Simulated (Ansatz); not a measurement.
## Strength of the O–Ge bond: GeH(GeH3)(OH)2 → GeH(GeH3)(OH) + OH

Species: GeH(GeH3)(OH)2, singlet; GeH(GeH3)(OH), doublet; OH, doublet. 

Shapes, held fixed at every level: PBE0-D4/def2-TZVP. Flexible molecules stand in one conformer, not always the lowest. Programs: Ansatz 0.2.0. Electronic energies: no zero-point or thermal term.

```csv
level,kind,ΔE (kJ/mol),less CCSD(T)/def2-TZVPP
HF/def2-TZVPP,Hartree–Fock,+306.3,-134.8
PBE-D4/def2-TZVPP,GGA,+432.4,-8.7
wB97M-V/def2-TZVPP,range-separated hybrid,+437.7,-3.4
wB97X-V/def2-TZVPP,range-separated hybrid,+443.0,+1.9
MP2/def2-TZVPP,perturbation theory,+473.3,+32.2
CCSD/def2-TZVPP,coupled cluster or CI,+430.7,-10.4
CCSD(T)/def2-TZVPP,coupled cluster or CI,+441.1,0.0
```

The highest level, CCSD(T)/def2-TZVPP, gives ΔE = +441.1 kJ/mol; the levels span +306.3 to +473.3. The column of differences is taken from that level and isn't an error. Hartree–Fock misses the correlation of the pair that is broken and comes out low. No measured value is set beside it here. Open shells run unrestricted unless RO is named. Relativity is left out for Ge unless named. Correlated rows may include outer-core shells of Ge, which these sets cover unevenly.
